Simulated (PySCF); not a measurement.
# Calculated NMR parameters of FC(F)(F)[SiH]1CCOCC1

```yaml
Formula: C5H9F3OSi
SMILES: FC(F)(F)[SiH]1CCOCC1
InChI: InChI=1S/C5H9F3OSi/c6-5(7,8)10-3-1-9-2-4-10/h10H,1-4H2
Point_group_of_the_computed_structure: C1
Degrees_of_unsaturation: 1
Carbon_signals: 3
Proton_signals: 5
```

Structure with atom numbers: `[F:1][C:2]([F:3])([F:4])[SiH:5]1[CH2:6][CH2:7][O:8][CH2:9][CH2:10]1`. Each H is labelled by its parent atom. Ha(C6), Ha(C7), Ha(C9), Ha(C10) are cis to C2 on the ring; Hb(C6), Hb(C7), Hb(C9), Hb(C10) are trans to C2 on the ring.

Level of theory: structure optimised with PBE0-D3(BJ)/def2-SVP, shielding tensors at PBE0/pcSseg-1 (GIAO), in PySCF 2.14 (fast rotation and ring inversion assumed for equivalent nuclei, isolated molecule, non-relativistic, a single conformation).

Shifts are taken against calculated references (same method and geometry level): TMS for ¹H (σ = 31.27 ppm) and ¹³C (σ = 184.41 ppm) and ²⁹Si (σ = 351.99 ppm); ¹⁹F (σ = 177.25 ppm) vs CFCl3; ¹⁷O (σ = 334.56 ppm) against H2O.

| carbon | δC, type | δH (multiplicity) | HMBC from (2–3 bonds) | span of the C tensor (ppm) |
| --- | --- | --- | --- | --- |
| C2 | 135.0, C | – | H(Si5), Ha(C6)/Ha(C10), Hb(C6)/Hb(C10) | 10 |
| C6/C10 | 8.5, CH2 | Ha(C6) 1.16 (m); Hb(C6) 0.62 (m) | Ha(C7)/Ha(C9), H(Si5), Hb(C7)/Hb(C9), Ha(C6)/Ha(C10), Hb(C6)/Hb(C10) | 35 |
| C7/C9 | 68.2, CH2 | Ha(C7) 4.30 (m); Hb(C7) 3.14 (m) | Ha(C7)/Ha(C9), H(Si5), Hb(C7)/Hb(C9), Ha(C6)/Ha(C10), Hb(C6)/Hb(C10) | 81 |

Other nuclei:
| atoms | nucleus | environment | δ (ppm) | σ (ppm) |
| --- | --- | --- | --- | --- |
| H(Si5) | ¹H | hydrogen on a silicon bonded to 3 C, in a 6-membered ring | 4.25 | 27.01 |
| F1/F3/F4 | ¹⁹F | fluorine of a CF3 group | -76.2 | 253.4 |
| Si5 | ²⁹Si | silicon bonded to 3 C, H, in a 6-membered ring | -28.7 | 380.7 |
| O8 | ¹⁷O | ether oxygen | 49.7 | 284.9 |

Carbon types of the structure: 1 × C, 4 × CH2, leaving 1 H on heteroatoms. δC 135.0: CF3 carbon; 3 electronegative neighbours deshield it. δC 68.2: sp3 CH2 bonded to O; deshielded by the electronegative neighbour. δC 8.5: sp3 CH2 bonded to Si; an electropositive neighbour leaves it electron-rich and shielded. δH 4.30, 3.14: hydrogen on an sp3 CH2 bonded to O; its carbon carries O, an electronegative neighbour. δH 1.16, 0.62: hydrogen on an sp3 CH2 bonded to Si.

Splittings by ¹⁹F in the carbon and heteronuclear signals aren't shown, as no couplings were computed. Shifts are as computed. Against solution values, carbons near 30 ppm lie about +2 ppm off and those near 130 ppm about +5 ppm. Of 1211 compounds with measured shifts, 218 miss one by over three times the rms of a fit or turn the order of signals round; such compounds aren't used in these exercises. Unscaled 19F shifts against computed CFCl3 carry errors that often reach 10 to 50 ppm. Experimental scales use liquid or dissolved standards, which lie at an offset from isolated H2O (liquid H2O: subtract about 36 ppm). Multiplicities follow the n + 1 count of equivalent neighbours, as no J values were calculated; m marks all less simple cases, F and P coupling included.
